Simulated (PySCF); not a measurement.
# How the functional moves excitation energies

BH₇N₂Si.
Cartesian coordinates in Å at the PBE0-D3(BJ)/def2-SVP level; atoms count from 1:
```xyz
11
BH7N2Si angstrom
B      2.0433    0.1412   -0.4860
N      0.8763    0.2348    0.2834
Si    -0.6479   -0.6072    0.0284
N     -1.9384    0.5332    0.0470
H      3.0207    0.7858   -0.1752
H      2.0570   -0.5828   -1.4566
H      0.8991    0.8662    1.0807
H     -0.9549   -1.5446    1.1504
H     -0.4423   -1.3716   -1.2362
H     -2.8241    0.2953    0.4761
H     -2.0523    1.2228   -0.6866
```

Linear-response calculations in the def2-SVPD basis (PySCF; singlets by full response, triplets Tamm–Dancoff, core orbitals frozen in the response; HF means time-dependent Hartree–Fock). 'Strongest' is the level of largest summed f among the singlets computed (10 roots, of which the last may lack a degenerate partner); it can jump between rows when another state enters that window. S1 is the lowest singlet of each run and needn't be the same state throughout; f(S1) is that of one state. Geometry: PBE0-D3(BJ)/def2-SVP, one conformer, isolated molecule.

```json
{"functional": "LDA", "kind": "LDA", "S1 (eV)": "5.21", "f(S1)": "0.008", "strongest (eV)": "6.78", "T1 (eV)": "5.11", "HOMO (eV)": "-6.44", "gap (eV)": "5.16", "ionisation energy, ΔSCF (eV)": "9.68"}
{"functional": "PBE", "kind": "GGA", "S1 (eV)": "5.31", "f(S1)": "0.008", "strongest (eV)": "6.84", "T1 (eV)": "5.18", "HOMO (eV)": "-6.31", "gap (eV)": "5.27", "ionisation energy, ΔSCF (eV)": "9.53"}
{"functional": "B3LYP", "kind": "global hybrid, 20% exact exchange", "S1 (eV)": "6.32", "f(S1)": "0.032", "strongest (eV)": "7.42", "T1 (eV)": "5.87", "HOMO (eV)": "-7.46", "gap (eV)": "7.17", "ionisation energy, ΔSCF (eV)": "9.82"}
{"functional": "PBE0", "kind": "global hybrid, 25% exact exchange", "S1 (eV)": "6.53", "f(S1)": "0.035", "strongest (eV)": "7.59", "T1 (eV)": "5.90", "HOMO (eV)": "-7.70", "gap (eV)": "7.64", "ionisation energy, ΔSCF (eV)": "9.83"}
{"functional": "BHandHLYP", "kind": "global hybrid, 50% exact exchange", "S1 (eV)": "6.96", "f(S1)": "0.038", "strongest (eV)": "8.01", "T1 (eV)": "6.33", "HOMO (eV)": "-9.00", "gap (eV)": "9.87", "ionisation energy, ΔSCF (eV)": "9.90"}
{"functional": "CAM-B3LYP", "kind": "range-separated hybrid", "S1 (eV)": "6.66", "f(S1)": "0.037", "strongest (eV)": "7.89", "T1 (eV)": "6.14", "HOMO (eV)": "-9.12", "gap (eV)": "10.09", "ionisation energy, ΔSCF (eV)": "10.06"}
{"functional": "wB97X-D", "kind": "range-separated hybrid", "S1 (eV)": "6.85", "f(S1)": "0.038", "strongest (eV)": "7.83", "T1 (eV)": "6.24", "HOMO (eV)": "-9.61", "gap (eV)": "11.43", "ionisation energy, ΔSCF (eV)": "10.01"}
{"functional": "LC-wPBE", "kind": "range-separated hybrid", "S1 (eV)": "6.92", "f(S1)": "0.000", "strongest (eV)": "7.97", "T1 (eV)": "6.16", "HOMO (eV)": "-10.51", "gap (eV)": "12.60", "ionisation energy, ΔSCF (eV)": "10.22"}
{"functional": "HF", "kind": "Hartree–Fock", "S1 (eV)": "7.70", "f(S1)": "0.006", "strongest (eV)": "8.84", "T1 (eV)": "6.77", "HOMO (eV)": "-11.10", "gap (eV)": "13.43", "ionisation energy, ΔSCF (eV)": "not settled"}
```

S1 runs from 5.21 eV (LDA) to 7.70 eV (HF), a spread of 2.50 eV, while the orbital gap spreads over 8.3 eV. Along PBE (0%), B3LYP (20%), PBE0 (25%), BHandHLYP (50%), HF (100%) S1 rises with the share of exact exchange. −ε(HOMO) comes closest to its own ΔSCF ionisation energy with LC-wPBE (+0.29 eV) and misses most with LDA (-3.24 eV). 'Not settled' means that the ion's SCF failed to converge or may have ended in another state than the lowest.

Without π bonds the low states are Rydberg-like; a valence basis with one diffuse set may place them up to an eV too high.
